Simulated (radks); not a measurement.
Results of a calculation; reference values are marked as such.
Task: The mean radii <r> (bohr) of the occupied orbitals of an atom or ion are listed with their occupations. Code: a radial shooting solver on a logarithmic mesh with Libxc functionals. Model: Dirac Kohn-Sham, LDA (Slater exchange, Perdew-Wang correlation), spin-unpolarised, spherical densities, point nucleus.

orbital      occ.     <r>
1s1/2           2  0.2302
2p1/2    0.666667   1.074
2p3/2     1.33333   1.075
3d3/2         0.8   3.734
3d5/2         1.2   3.734

Name the element and its charge. Open shells, if any, are shared by 2j + 1.

Result: Z = 7, nitrogen, charge +1: N+ in [He] 2p2 3d2. The 1s radius gives Z: for a bare nucleus <r> = (2 gamma + 1)/(2Z) with gamma = sqrt(1 - (Z/c)^2), 0.2141 bohr for Z = 7, and screening makes it slightly larger (0.2302 here). The occupations add up to 6, and the charge is Z minus that.
